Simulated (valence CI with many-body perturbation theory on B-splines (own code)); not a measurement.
## Forbidden lines of Cs¹⁵⁺

Method: configuration interaction combined with many-body perturbation theory (CI+MBPT): four valence electrons over a frozen Dirac-Fock core [Kr], a basis of 7 s, 7 p, 8 d, 6 f, 4 g, 1 h functions for each j, with the one-electron correlation potential Σ1 (screened to all orders), the two-electron term Σ2, the three-electron term Σ3, Breit, model QED; selected single and double excitations, second order for the rest, scaled by the run's own slope (own B-spline code, finite nucleus).

No measured levels were compared; by estimate terms of the open shell hold to 2 to 4 % of their energy, and close levels can change places. Excitations out of the core, of the other parity, are not computed and may begin above about 66.7 eV (a cautious bound); beyond it only levels of the ground parity were kept, without lifetimes.

Lines 1 to 50 of 120 in falling wavelength, among levels below 537760 cm⁻¹, chosen from the decays that carry over 1 % of a level's rate. Wavelengths and rates use the calculated energies, so an error of 2000 cm⁻¹ moves a line at 12070 Å by 24 % and its rate by three times that or more. S is in atomic units (e²a₀⁴ for E2 and M2, e²a₀⁶ for E3), for M1 in squared Bohr magnetons. Weak lines are less certain than strong ones. Lines between different terms over intervals too small for the method are left out, as are lines whose strength nearly cancels.

Names give the largest LS component (configuration and term), which can be under half, so a name can repeat, a term be missing and a line seem to break the LS rules; names also repeat where a configuration has a term twice. Letters in brackets count levels of one name in rising energy.

```tsv
λ vac (Å)	Upper	Lower	Type	A (s⁻¹)	S (a.u.)
24410	4d4 5D_4	4d4 5D_3	M1	1.45e+00	7.06e+00
20930	4d4 3H_6	4d4 3H_5	M1	1.35e+00	5.96e+00
15660	4d4 5D_3	4d4 5D_2	M1	1.06e+01	1.06e+01
12130	4d4 5D_2	4d4 5D_1	M1	2.69e+01	8.92e+00
12070	4d4 3G_3	4d4 3H_4	M1	4.00e+00	1.82e+00
10400	4d4 5D_1	4d4 5D_0	M1	3.63e+01	4.54e+00
9257	4d4 3H_5	4d4 3H_4	M1	2.24e+01	7.24e+00
9205	4d4 3D_2	4d4 3P_1 [a]	M1	1.40e+01	2.02e+00
8531	4d4 3F_2 [b]	4d4 3P_2 [c]	M1	1.62e+01	1.87e+00
8353	4d4 3P_2 [c]	4d4 3P_2 [b]	M1	1.43e+01	1.54e+00
8282	4d4 3P_2 [a]	4d4 3F_3 [a]	M1	9.20e+00	9.69e-01
7795	4d4 3G_4	4d4 3G_3	M1	3.42e+01	5.40e+00
7763	4d4 3D_2	4d4 3F_2 [a]	M1	9.95e+00	8.63e-01
7503	4d4 3P_2 [b]	4d4 3D_1	M1	1.53e+01	1.19e+00
6858	4d4 1G_4 [a]	4d4 3G_5	M1	1.20e+01	1.29e+00
6727	4d4 3P_2 [a]	4d4 3D_2	M1	1.44e+01	8.15e-01
6674	4d4 3P_1 [a]	4d4 3P_0 [a]	M1	5.40e+01	1.79e+00
6617	4d4 3F_4 [a]	4d4 3H_5	M1	2.10e+01	2.03e+00
6439	4d4 3D_2	4d4 3G_3	M1	1.26e+00	6.25e-02
6414	4d4 3P_2 [b]	4d4 3P_2 [a]	M1	1.01e+01	4.92e-01
6380	4d4 3F_3 [a]	4d4 3F_2 [a]	M1	7.52e+00	5.07e-01
6377	4d4 3H_4	4d4 5D_4	M1	6.84e+01	5.92e+00
6312	4d4 3G_5	4d4 3G_4	M1	6.96e+01	7.14e+00
5838	4d4 3D_1	4d4 3D_2	M1	4.61e+01	1.02e+00
5264	4d4 1G_4 [a]	4d4 3F_3 [b]	M1	1.70e+01	8.26e-01
5220	4d4 3F_2 [b]	4d4 1F_3	M1	2.13e+01	5.62e-01
5056	4d4 3H_4	4d4 5D_3	M1	2.21e+01	9.51e-01
4968	4d4 1F_3	4d4 3P_2 [a]	M1	8.82e+00	2.81e-01
4736	4d4 3G_4	4d4 3H_4	M1	7.05e+01	2.50e+00
4678	4d4 3G_5	4d4 3H_6	M1	4.56e+01	1.90e+00
4628	4d4 3F_3 [b]	4d4 3F_2 [a]	M1	1.31e+02	3.36e+00
4602	4d4 3P_2 [b]	4d4 3F_3 [b]	M1	3.81e+01	6.88e-01
4449	4d4 3F_4 [b]	4d4 1G_4 [a]	M1	2.27e+01	6.66e-01
4220	4d4 3F_2 [b]	4d4 3P_2 [b]	M1	1.44e+01	2.01e-01
4172	4d4 3G_3	4d4 5D_4	M1	8.21e+00	1.55e-01
4123	4d4 3F_3 [b]	4d4 3G_3	M1	1.48e+02	2.69e+00
4011	4d4 1G_4 [a]	4d4 3F_3 [a]	M1	4.77e+01	1.03e+00
3909	4d4 1I_6	4d4 3H_6	M1	1.06e+02	3.05e+00
3903	4d4 1G_4 [a]	4d4 3F_4 [a]	M1	1.18e+02	2.33e+00
3887	4d4 3P_2 [a]	4d4 3P_1 [a]	M1	4.41e+01	4.80e-01
3859	4d4 3F_4 [a]	4d4 3H_4	M1	1.90e+02	3.64e+00
3823	4d4 3G_5	4d4 3H_5	M1	7.41e+01	1.69e+00
3807	4d4 1F_3	4d4 3F_3 [b]	M1	7.73e+01	1.11e+00
3776	4d4 3H_5	4d4 5D_4	M1	3.24e+01	7.10e-01
3703	4d4 3F_3 [c]	4d4 1G_4 [a]	M1	9.83e+01	1.30e+00
3628	4d4 3P_2 [c]	4d4 3P_2 [a]	M1	9.00e+01	7.97e-01
3615	4d4 3P_2 [b]	4d4 3F_3 [a]	M1	8.43e+01	7.38e-01
3604	4d4 3P_2 [a]	4d4 3F_2 [a]	M1	5.56e+01	4.83e-01
3572	4d4 3D_1	4d4 3P_1 [a]	M1	1.42e+02	7.20e-01
3563	4d4 3G_3	4d4 5D_3	M1	1.18e+02	1.39e+00
```
